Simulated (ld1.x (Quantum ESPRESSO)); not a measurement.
## PBE TM dataset for thallium (Tl), non-relativistic all-electron reference.

Input for ld1.x (Quantum ESPRESSO) 7.5:

```
&input
   title='Tl', zed=81., rel=0, dft='PBE', iswitch=3,
   config='[Xe] 4f14 5d10 6s2 6p1',
   nld=2, rlderiv=2.55, eminld=-3.0, emaxld=5.0, deld=0.02
 /
 &inputp
   pseudotype=2, tm=.true., lloc=-2, rcloc=2.00,
   nlcc=.false.,
   file_pseudopw='Tl.UPF', file_wfcaegen='ae.wfc', file_wfcncgen='nc.wfc', file_beta='beta', file_chi='chi'
 /
2
6S  1  0   2.00   0.00  1.95  1.95  0.0
6P  2  1   1.00   0.00  2.35  2.35  0.0
 &test
   configts(1)='6s2 6p1'
 /
```

Command:

```bash
ld1.x < Tl.in > Tl.out
```

Resulting log (shortened: banner, matrices, multipoles, cross overlaps and the repeated all-electron block are left out):

```
Program LD1 v.7.5
     --------------------------- All-electron run ----------------------------

     Tl

     atomic number is 81.00
     dft =PBE   lsd =0 sic =0 latt =0  beta=0.20 tr2=1.0E-14
     Exchange-correlation= PBE
                           (   1   4   3   4   0   0   0)
     mesh =1281 r(mesh) = 100.03807 a.u. xmin = -7.00 dx = 0.01250
     1 Ry =  13.60569312 eV

     n l     nl                  e(Ry)          e(Ha)          e(eV)
     1 0     1S 1( 2.00)     -5659.0015     -2829.5007    -76994.6375
     2 0     2S 1( 2.00)      -950.4075      -475.2038    -12930.9529
     2 1     2P 1( 6.00)      -914.7278      -457.3639    -12445.5061
     3 0     3S 1( 2.00)      -225.1547      -112.5774     -3063.3860
     3 1     3P 1( 6.00)      -208.2310      -104.1155     -2833.1271
     4 0     4S 1( 2.00)       -49.0295       -24.5147      -667.0797
     4 1     4P 1( 6.00)       -41.6426       -20.8213      -566.5758
     3 2     3D 1(10.00)      -176.6506       -88.3253     -2403.4533
     5 0     5S 1( 2.00)        -7.6172        -3.8086      -103.6367
     5 1     5P 1( 6.00)        -5.1903        -2.5952       -70.6179
     4 2     4D 1(10.00)       -28.0249       -14.0125      -381.2987
     4 3     4F 1(14.00)        -9.6433        -4.8217      -131.2044
     5 2     5D 1(10.00)        -1.3407        -0.6703       -18.2405
     6 0     6S 1( 2.00)        -0.5506        -0.2753        -7.4907
     6 1     6P 1( 1.00)        -0.1896        -0.0948        -2.5794

     final scf error:  9.2E-15 reached in  32 iterations

     Etot =  -37931.120030 Ry,  -18965.560015 Ha, -516079.178937 eV

     Ekin =   37922.136279 Ry,   18961.068140 Ha,  515956.948782 eV
     Encl =  -90296.441156 Ry,  -45148.220578 Ha,-1228545.668466 eV
     Eh   =   15154.843334 Ry,    7577.421667 Ha,  206192.147727 eV
     Exc  =    -711.658487 Ry,    -355.829243 Ha,   -9682.606980 eV

     normalization and overlap integrals

     s(1S/1S) =  1.000000  <r> =   0.0187  <r2> =    0.0005  r(max) =   0.0123
     s(2S/2S) =  1.000000  <r> =   0.0786  <r2> =    0.0072  r(max) =   0.0676
     s(2P/2P) =  1.000000  <r> =   0.0664  <r2> =    0.0053  r(max) =   0.0520
     s(3S/3S) =  1.000000  <r> =   0.1980  <r2> =    0.0446  r(max) =   0.1837
     s(3P/3P) =  1.000000  <r> =   0.1885  <r2> =    0.0410  r(max) =   0.1726
     s(4S/4S) =  1.000000  <r> =   0.4338  <r2> =    0.2118  r(max) =   0.4088
     s(4P/4P) =  1.000000  <r> =   0.4369  <r2> =    0.2165  r(max) =   0.4088
     s(3D/3D) =  1.000000  <r> =   0.1644  <r2> =    0.0315  r(max) =   0.1361
     s(5S/5S) =  1.000000  <r> =   0.9745  <r2> =    1.0641  r(max) =   0.8986
     s(5P/5P) =  1.000000  <r> =   1.0509  <r2> =    1.2466  r(max) =   0.9446
     s(4D/4D) =  1.000000  <r> =   0.4424  <r2> =    0.2256  r(max) =   0.3987
     s(4F/4F) =  1.000000  <r> =   0.4573  <r2> =    0.2501  r(max) =   0.3519
     s(5D/5D) =  1.000000  <r> =   1.3584  <r2> =    2.1601  r(max) =   1.1113
     s(6S/6S) =  1.000000  <r> =   2.8315  <r2> =    9.1602  r(max) =   2.3527
     s(6P/6P) =  1.000000  <r> =   3.8783  <r2> =   17.6850  r(max) =   3.0209

     ------------------------ End of All-electron run ------------------------

     --------------------- Generating NC pseudopotential ---------------------

      Generating local potential from pseudized AE potential:
      Matching radius rcloc =   2.0000
      Enforcing V''(0)=0 (lloc=-2)

      Local pseudo, rcloc= 2.025 Estimated cut-off energy=     7.99 Ry

      Wfc   6S  rcut= 1.926  Using Troullier-Martins method

      Wfc   6P  rcut= 2.353  Using Troullier-Martins method

     ------------------- End of pseudopotential generation -------------------

     Computing logarithmic derivative in   2.55185
     Computing logarithmic derivative in   2.55185
     Computing the partial wave expansion
     R is outside the sphere for l=    0 j= 0.00
     R is outside the sphere for l=    1 j= 0.00

     ---------------------- Testing the pseudopotential ----------------------

     Tl

     atomic number is 81.00   valence charge is  3.00
     dft =PBE   lsd =0 sic =0 latt =0  beta=0.20 tr2=1.0E-14
     mesh =1281 r(mesh) = 100.03807 xmin = -7.00 dx = 0.01250

     n l     nl             e AE (Ry)        e PS (Ry)    De AE-PS (Ry)
     1 0     6S   1( 2.00)       -0.55056       -0.55056       -0.00000
     2 1     6P   1( 1.00)       -0.18958       -0.18958       -0.00000

     eps = 2.9E-15  iter =  4

     Etot =  -37931.120030 Ry,  -18965.560015 Ha, -516079.178937 eV
     Etotps =    -3.547837 Ry,      -1.773919 Ha,     -48.270788 eV

     Ekin =       1.093866 Ry,       0.546933 Ha,      14.882808 eV
     Encl =      -7.206632 Ry,      -3.603316 Ha,     -98.051217 eV
     Ehrt =       2.572279 Ry,       1.286139 Ha,      34.997634 eV
     Ecxc =      -1.092235 Ry,      -0.546117 Ha,     -14.860611 eV
     Epseu=       1.084884 Ry,       0.542442 Ha,      14.760598 eV

     ---------------------- End of pseudopotential test ----------------------
```

Generation and configuration tests took about 1.2 s on one core of a shared server CPU.
